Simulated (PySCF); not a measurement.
C₂H₄ClNOSi, SMILES O[Si@@]1(Cl)C=NC1. Atoms are numbered in the order given.

```xyz
10

O      1.4731     0.2554    -1.3002
Si     0.2242     0.0709    -0.2309
Cl     0.8699    -1.1710     1.3183
C     -0.8454     1.5317     0.2820
N     -1.9067     1.0820    -0.2919
C     -1.5103    -0.2062    -0.9422
H      2.3708     0.0609    -1.0044
H     -0.8504     2.4777     0.8402
H     -2.1195    -1.0459    -0.5724
H     -1.6314    -0.1497    -2.0359
```

Geometry: B3LYP-D3(BJ)/def2-SVP. The structure was generated by enumeration; whether it is a known compound was not checked. Other conformers were not sampled.

Two levels are set side by side: PBE/pcSseg-1 (PySCF) and B3LYP/pcSseg-1 (PySCF). GIAO shifts against H2O (¹⁷O), HCl (³⁵Cl), NH3 (¹⁵N), TMS (²⁹Si), TMS (¹H), TMS (¹³C) at the same level; non-relativistic, no solvent, atoms listed together averaged. Without spin–orbit terms, shifts of atoms bonded to Cl or Br come out too high at both levels. Differences are taken from unrounded values.

```json
[
 {"quantity": "δ(¹⁷O) of O1 (ppm)", "B3LYP": "87.3"},
 {"quantity": "δ(²⁹Si) of Si2 (ppm)", "B3LYP": "-7.9"},
 {"quantity": "δ(³⁵Cl) of Cl3 (ppm)", "B3LYP": "84.0"},
 {"quantity": "δ(¹³C) of C4 (ppm)", "B3LYP": "201.0"},
 {"quantity": "δ(¹⁵N) of N5 (ppm)", "B3LYP": "510.1"},
 {"quantity": "δ(¹³C) of C6 (ppm)", "B3LYP": "75.6"},
 {"quantity": "δ(¹H) of H7 (ppm)", "B3LYP": "3.08"},
 {"quantity": "δ(¹H) of H8 (ppm)", "B3LYP": "8.74"}
]
```

### Question
What does PBE give, and how far is it from B3LYP? (An estimate is asked for; the answer gives what the named calculation found.)

### Answer

```csv
quantity,PBE,PBE minus B3LYP
δ(¹⁷O) of O1 (ppm),95.6,8.3
δ(²⁹Si) of Si2 (ppm),-9.1,-1.3
δ(³⁵Cl) of Cl3 (ppm),109.7,25.8
δ(¹³C) of C4 (ppm),198.0,-3.1
δ(¹⁵N) of N5 (ppm),491.4,-18.6
δ(¹³C) of C6 (ppm),76.7,1.1
δ(¹H) of H7 (ppm),3.10,0.02
δ(¹H) of H8 (ppm),8.70,-0.04
```

Rough cost on one machine, each run with all the roots and properties that it gave: B3LYP against PBE within a factor of 2.
